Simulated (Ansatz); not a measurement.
Saddle point of Si₄H₁₁F, singlet (Si₄H₁₀ ([SiH3][SiH]([SiH3])[SiH3]) + HF → Si₃H₈ ([SiH3][SiH2][SiH3]) + SiH₃F ([F][SiH3]); bonds formed: Si1–H6, Si2–F7; bonds broken: Si1–Si2, H6–F7), PBE0-D4/def2-TZVP structure:

Si1  (-0.167, 0.636, 0.127)
Si2  (1.747, -0.683, 1.298)
Si3  (-0.434, 1.318, -2.106)
Si4  (-1.919, -0.812, 0.666)
H5  (-0.124, 1.835, 1.006)
H6  (1.398, -0.078, -0.385)
F7  (2.416, -0.694, -0.528)
H8  (3.058, -0.137, 1.714)
H9  (0.841, -0.248, 2.418)
H10  (1.575, -2.151, 1.259)
H11  (-1.799, 1.880, -2.304)
H12  (0.572, 2.355, -2.454)
H13  (-0.258, 0.145, -3.001)
H14  (-1.950, -1.909, -0.337)
H15  (-1.752, -1.389, 2.025)
H16  (-3.205, -0.067, 0.602)
(Å)

Energies are electronic, without zero-point energy. Barriers and step energies count from the start structure reached by relaxing down the imaginary mode; all methods use the PBE0-D4 structures, on which another method's saddle can fall below an end. Program: Ansatz 0.2.0. Basis: def2-TZVPP, with def2-QZVPP for the basis limit. Cores are frozen in the correlated methods. B3LYP uses VWN-RPA correlation. Extrapolation: Hartree–Fock as exp(−7.88 √X), correlation as X^−2.97.

```csv
method,barrier (eV),step energy (eV)
SPW92,1.051,-0.844
PBE-D4,1.339,-0.864
BLYP-D4,?,-1.099
r2SCAN-D4,1.442,-1.079
B97M-V,1.620,-1.125
PBE0-D4,1.569,-0.940
B3LYP-D4,1.641,-1.149
r2SCAN0-D4,1.619,-1.099
BHLYP-D4,1.889,-1.253
CAM-B3LYP-D4,?,-1.239
wB97X-V,1.679,-1.156
wB97M-V,1.605,-1.180
B2PLYP,?,-1.216
PBE-QIDH,1.701,-1.073
RPA on PBE,1.719,-1.194
HF,2.445,-1.533
MP2,1.689,-1.161
CCSD,1.906,-1.199
CCSD(T),1.774,-1.138
```

Problem. Fill in the withheld barriers. (Judge from chemistry; the value comes from the calculation.)

Solution. Computed: B2PLYP 1.692; BLYP-D4 1.473; CAM-B3LYP-D4 1.670 eV. Each is the energy of the saddle less that of the start structure, by the same method.

For comparison, the barrier by CCSD(T) at an estimated basis limit (MP2 extrapolated from triple and quadruple zeta, plus CCSD(T) − MP2 in triple zeta) is 1.736 eV.

T1 diagnostic: at most 0.015.

Labels in which every atom is bracketed show which atoms are joined, not bond orders.

For scale, one of the runs: CCSD(T)/def2-TZVPP, 353 basis functions, launched by `ansatz run in.yaml --threads 4 --pin off --events-out ev --progress --plain --max-ram 63488MiB --backend cuda --devices 0, --max-vram 37GiB`. The run took 6 s on 4 CPU threads of an AMD EPYC 7R13 and a share of one NVIDIA H100 (shared host), with 0.84 GiB of host memory at its peak.
